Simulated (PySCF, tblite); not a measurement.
Isomers of C5H11N2PSi. Calculated harmonic vibrations of the isolated species, GFN2-xTB (tblite), most abundant isotopes, no scaling. Errors from tens to a few hundred cm⁻¹ against measured bands are possible. Modes of hydrogen on phosphorus and silicon can be 10 to 20 % off. One conformer each.

Electronic energies: PBE0/pcSseg-1 single points on the GFN2-xTB geometries (PySCF, gas phase).

| SMILES | electronic energy, lowest = 0 (kJ/mol) |
| --- | --- |
| N#C[C@H]1CCN([SiH2]P)C1 | 116.8 |
| N#C[C@@H]1CC[Si@H](P)NC1 | 41.6 |
| CNP1(=N[SiH3])C=CC=C1 | 181.6 |
| C[C@@H]1[C@H](C#N)CN[Si@H]1P | 64.2 |
| C=C[C@H](C#N)CN[SiH2]P | 180.8 |
| C/C=C(/C#N)CN[SiH2]P | 154.7 |
| Cc1nn([SiH](C)C)cp1 | 0.0 |
| N#C[C@@H]1CC[C@@H]1N[SiH2]P | 154.3 |

How do GFN2-xTB zero-point energies change the relative energies?

```tsv
SMILES	ZPE (kJ/mol)	of it from modes above 1550 cm⁻¹	electronic (kJ/mol)	with ZPE, lowest = 0 (kJ/mol)	lowest mode (cm⁻¹)	rings
Cc1nn([SiH](C)C)cp1	401.0	195.2	0.0	0.0	17	1
N#C[C@@H]1CC[Si@H](P)NC1	399.1	199.5	41.6	39.6	33	1
C[C@@H]1[C@H](C#N)CN[Si@H]1P	396.5	200.2	64.2	59.7	45	1
N#C[C@H]1CCN([SiH2]P)C1	393.3	193.2	116.8	109.1	31	1
N#C[C@@H]1CC[C@@H]1N[SiH2]P	389.4	196.9	154.3	142.6	18i	1
C/C=C(/C#N)CN[SiH2]P	383.8	207.0	154.7	137.4	17	0
C=C[C@H](C#N)CN[SiH2]P	383.0	207.8	180.8	162.7	12i	0
CNP1(=N[SiH3])C=CC=C1	384.4	197.0	181.6	165.0	51	1
```

The zero-point energies span 18.0 kJ/mol, from `C=C[C@H](C#N)CN[SiH2]P` to `Cc1nn([SiH](C)C)cp1`. Slightly imaginary modes are left out of the zero-point energy: `N#C[C@@H]1CC[C@@H]1N[SiH2]P` 18.0i cm⁻¹ and `C=C[C@H](C#N)CN[SiH2]P` 11.6i cm⁻¹. The lowest isomer stays, but the order above it changes.

And how do the electronic energies of GFN2-xTB itself compare?

`Cc1nn([SiH](C)C)cp1` 0.0; `N#C[C@@H]1CC[Si@H](P)NC1` 48.6; `C[C@@H]1[C@H](C#N)CN[Si@H]1P` 49.3; `N#C[C@H]1CCN([SiH2]P)C1` 16.6; `N#C[C@@H]1CC[C@@H]1N[SiH2]P` 70.3; `C/C=C(/C#N)CN[SiH2]P` 112.1; `C=C[C@H](C#N)CN[SiH2]P` 136.0; `CNP1(=N[SiH3])C=CC=C1` 35.2 kJ/mol, lowest = 0. Against the energies above, taken from the same isomer `Cc1nn([SiH](C)C)cp1`, the largest difference is 146.4 kJ/mol.

What do entropy and thermal enthalpy add at 298.15 K and 1 bar (rigid rotor, harmonic oscillator, one conformer each)?

```
                      SMILES  point group  symmetry number  S (J/(mol K))  H − H(0) (kJ/mol)  ZPE + H − H(0) − TS (kJ/mol)
    N#C[C@@H]1CC[Si@H](P)NC1           C1                1          438.3              31.84                         300.2
C[C@@H]1[C@H](C#N)CN[Si@H]1P           C1                1          450.8              33.60                         295.7
     N#C[C@H]1CCN([SiH2]P)C1           C1                1          444.2              31.66                         292.5
       CNP1(=N[SiH3])C=CC=C1           C1                1          454.0              34.04                         283.1
```

Not tabulated: `Cc1nn([SiH](C)C)cp1` (lowest mode only 17 cm⁻¹); `N#C[C@@H]1CC[C@@H]1N[SiH2]P` (lowest mode only 18i cm⁻¹); `C/C=C(/C#N)CN[SiH2]P` (lowest mode only 17 cm⁻¹); `C=C[C@H](C#N)CN[SiH2]P` (lowest mode only 12i cm⁻¹).
